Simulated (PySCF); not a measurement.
Cd(F)(SiH3) (CdFH₃Si), SMILES [F][Cd][SiH3]. The structure is a stationary point at PBE0-D3(BJ)/def2-TZVP. The def2 effective core potentials stand for the cores of Cd; spin–orbit coupling is left out.

Calculation: PBE0-D3(BJ)/def2-TZVP in PySCF 2.14.0.

Harmonic wavenumbers (cm⁻¹): 101, 101, 300, 470, 470, 565, 852, 940, 940, 2216, 2230, 2230. Rotational constants (GHz): 86.02, 1.927, 1.927; symmetry number 3.

Work out the zero-point energy and the ideal-gas rigid-rotor harmonic-oscillator thermochemistry at 298.15 K and 1 atm.

ZPE = ½ Σ hcν = ½ × 11417 cm⁻¹ = 16.32 kcal/mol. H − E(el) = 20.40 kcal/mol. Entropy in cal/(mol K): translation 41.17, rotation 22.24, vibration 10.68, total 74.08. G − E(el) = -1.69 kcal/mol. Cp = 18.74 cal/(mol K). Modes under 150 cm⁻¹ make the vibrational entropy uncertain.
